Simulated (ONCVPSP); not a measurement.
Hardness and transferability of assorted potentials

Generated with ld1.x 7.5 (TM, RRKJ, ultrasoft, PAW), atompaw 4.2 or ONCVPSP 4.0.1. The cutoff is in Ry: for ld1.x and atompaw files where the sum of valence levels is converged to 10 mRy in a Bessel basis, for ONCV files where the hardest occupied wave has 1 mHa per electron of residual kinetic energy. The error is the largest all-electron minus pseudo excitation energy over each file’s own four to seven test configurations (ionisations up to +4, promotions, holes and added fractions of an electron), all of which were solved. The labels leave out finer settings (local radius, basis sizes, second energies), which also bear on the numbers. Spin-polarised tests are not counted. The rows are a selection from randomly drawn settings: files with unsolved tests, undetermined cutoffs or missed reference levels are left out.

A true bound ghost makes a file unfit for plane-wave use even where its test errors are small: the radial tests pick states by their node count and pass the ghost by.

```tsv
element	potential	cutoff (Ry)	largest error (meV)	bound ghosts
Mg	ONCV, PBE, fully relativistic, rc 1.15/1.15 (sp), local smoothed, core correction yes, reference 2s2 2p6 3s1, qcut 11.6/9.9, projectors 2/2	94	-0.7	none
Zr	ONCV, LDA (Perdew-Wang 92), scalar-relativistic, rc 1.70/2.00/1.70 (spd), local d, core correction yes, reference 4s2 4p6 4d2.5 5s1.5, qcut 6.1/7.4/5.3, projectors 2/2/0	32	-2.2	none
Mo	ONCV, PBEsol, scalar-relativistic, rc 2.15/1.70/1.90 (spd), local smoothed, core correction yes, reference 4s2 4p6 4d5 5s1, qcut 6.7/6.7/7.3, projectors 2/1/2	37	+4.6	none
Te	ONCV, LDA (Perdew-Zunger), fully relativistic, rc 1.35/1.10/0.85 (spd), local smoothed, core correction no, reference 4s2 4p6 4d10 5s2 5p4, qcut 11.2/14.7/10.2, projectors 2/3/3	132	+12	s, d5/2, d3/2
I	ONCV, PBE, scalar-relativistic, rc 1.15/1.30/1.15 (spd), local d, core correction no, reference 4s2 4p6 4d10 5s1.5 5p5.5, qcut 9.8/12.3/13.7, projectors 2/2/0	117	-25	none
Ta	ONCV, LDA (Perdew-Wang 92), scalar-relativistic, rc 1.50/1.60/1.90 (spd), local smoothed, core correction no, reference 5s2 5p6 5d3 6s1.75, qcut 7.5/10.5/4.3, projectors 2/2/2	63	-3.1	none
Pt	ONCV, PBE, scalar-relativistic, rc 1.60/1.60/2.15 (spd), local smoothed, core correction no, reference 5s2 5p6 5d9 6s1, qcut 6.5/6.8/8.5, projectors 2/2/2	39	-13	none
Pb	ONCV, PBE, fully relativistic, rc 2.00/2.50 (sp), local s, core correction yes, reference 6s1 6p3, qcut 3.1/3.1, projectors 0/2	27	-346	none
```

(1) Fill in the row for Er: ONCV, LDA (Perdew-Wang 92), scalar-relativistic, rc 1.20/1.90/2.60 (spd), local smoothed, core correction yes, reference 5s2 5p6 5d1, qcut 4.6/6.1/6.6, projectors 2/2/2.

(2) Fill in the row for Sr: ONCV, PBE, scalar-relativistic, rc 2.30/2.35/2.55 (spd), local smoothed, core correction yes, reference 4s2 4p6 5s1.75, qcut 6.8/7.3/3.9, projectors 2/1/1.

## Answers

(1) cutoff 155 Ry, largest error -72 meV, bound ghosts: none.

(2) cutoff 26 Ry, largest error +10 meV, bound ghosts: none.
